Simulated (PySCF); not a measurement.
PySCF input file for dibromo(fluoro)methane (CHBr₂F), SMILES FC(Br)Br, PBE0-D3(BJ)/def2-SVP. Coordinates come from a PBE0-D3(BJ)/def2-SVP optimisation.

```python
import numpy as np
from pyscf import gto, scf, dft, df
from pyscf.hessian import thermo

mol = gto.M(
    atom='''
    F    -0.21438076    1.84780295    0.00000001
    C     0.41614237    0.67657244    0.00000000
    Br   -0.02957897   -0.30734726    1.60050284
    Br   -0.02957897   -0.30734725   -1.60050284
    H     1.50310049    0.82464664    0.00000001
    ''',
    basis='def2-SVP',
    charge=0,
    spin=0,
    max_memory=1600,
    verbose=3,
)
mf = dft.RKS(mol, xc='pbe0').density_fit(auxbasis='def2-universal-jkfit')
mf.disp = 'd3bj'
mf.grids.level = 3
mf.conv_tol = 1e-11
mf.max_cycle = 100
mf.kernel()

# [left out here: the lines that compute and print the analytic Hessian (its translational invariance restored by hand, since the grid's response is missing), thermochemistry and intensities]
```

Output:

```
converged SCF energy = -5285.38193715416

WARN: DFTD3 does not support analytical Hessian, using finite difference


WARN: Mole.unit (angstrom) is changed to Bohr

Mode                                 0                   1                   2
Irrep
Freq [cm^-1]                      172.4601            302.4585            366.8134
Reduced mass [au]                  39.6912             22.7388             17.6184
Force const [Dyne/A]                0.6955              1.2256              1.3967
Char temp [K]                     248.1316            435.1704            527.7628
Normal mode                   x     y     z       x     y     z       x     y     z
       0   F                 0.00  0.06 -0.00    0.00  0.00 -0.20    0.03  0.17  0.00
       1   C                 0.01  0.06 -0.00   -0.00  0.00 -0.02   -0.08  0.10 -0.00
       2  Br                -0.00 -0.01 -0.07    0.00 -0.03  0.02    0.00 -0.03  0.03
       3  Br                -0.00 -0.01  0.07   -0.00  0.03  0.02    0.00 -0.03 -0.03
       4   H                 0.01  0.08 -0.00   -0.00 -0.00  0.04   -0.07  0.05  0.00
Mode                                 3                   4                   5
Irrep
Freq [cm^-1]                      634.2086            714.5703           1174.1560
Reduced mass [au]                   5.3806              6.7824              9.5419
Force const [Dyne/A]                1.2751              2.0404              7.7507
Char temp [K]                     912.4850           1028.1076           1689.3490
Normal mode                   x     y     z       x     y     z       x     y     z
       0   F                 0.04  0.02  0.00   -0.00 -0.00  0.04   -0.08  0.12 -0.00
       1   C                -0.21 -0.14 -0.00    0.00  0.00 -0.26    0.12 -0.18  0.00
       2  Br                 0.01  0.01 -0.01   -0.01 -0.01  0.02   -0.00  0.00  0.00
       3  Br                 0.01  0.01  0.01    0.01  0.01  0.02   -0.00  0.00 -0.00
       4   H                -0.20 -0.28 -0.00    0.00  0.00 -0.28    0.12 -0.15 -0.00
Mode                                 6                   7                   8
Irrep
Freq [cm^-1]                     1186.0963           1325.4686           3172.1582
Reduced mass [au]                   1.0997              1.1492              1.0900
Force const [Dyne/A]                0.9115              1.1896              6.4621
Char temp [K]                    1706.5285           1907.0542           4564.0293
Normal mode                   x     y     z       x     y     z       x     y     z
       0   F                 0.00 -0.00 -0.01   -0.03 -0.01 -0.00   -0.00  0.00 -0.00
       1   C                -0.00  0.00  0.08    0.02  0.10  0.00    0.08  0.01 -0.00
       2  Br                -0.00 -0.00  0.00    0.00 -0.00 -0.00   -0.00 -0.00  0.00
       3  Br                 0.00  0.00  0.00    0.00 -0.00  0.00   -0.00 -0.00 -0.00
       4   H                -0.00  0.00 -0.95    0.15 -0.92 -0.00   -0.95 -0.12  0.00
temperature 298.1500 [K]
pressure 101325.00 [Pa]
Rotational constants [GHz] 5.53191 1.21872 1.02013
Symmetry number 1
Zero-point energy (ZPE) 0.02061 [Eh]   54121.390 [J/mol]
                           tot       elec      trans        rot        vib
Entropy [J/mol/K]       316.311      0.000    174.304    118.146     23.861
Cv [J/mol/K]             55.990      0.000     12.472     12.472     31.047
Cp [J/mol/K]             64.305      0.000     20.786     12.472     31.047
Internal energy [J/mol]                      3718.434   3718.434  58481.667
Internal energy [Eh]   -5285.35683  -5285.38194
Enthalpy [J/mol]                             6197.391   3718.434  58481.667
Enthalpy [Eh]          -5285.35589
Gibbs free energy [J/mol]                  -45771.444 -31506.782  51367.529
Gibbs free energy [Eh] -5285.39181
static polarisability / bohr^3: [[30.107  2.237  0.   ]
 [ 2.236 36.401 -0.   ]
 [ 0.     0.    58.799]]
largest difference of analytic and finite-field dipole derivatives / e: 0.0012095714218898213
mode   freq/cm-1   IR/(km/mol)   Raman/(A^4/amu)   depolarisation
   1      172.46         0.012             4.053            0.477
   2      302.46         0.092             2.398            0.750
   3      366.81         0.541             4.794            0.201
   4      634.21        24.838             9.860            0.120
   5      714.57       196.416             4.107            0.750
   6     1174.16       193.502             1.195            0.740
   7     1186.10        81.495             3.437            0.750
   8     1325.47        19.836             4.948            0.710
   9     3172.16         0.896            82.465            0.238
max |gradient| / (hartree/bohr): 0.00014660749024146978
APT charges: [-0.5539  1.1581 -0.2772 -0.2772 -0.0498]
```

Self-consistency was reached.
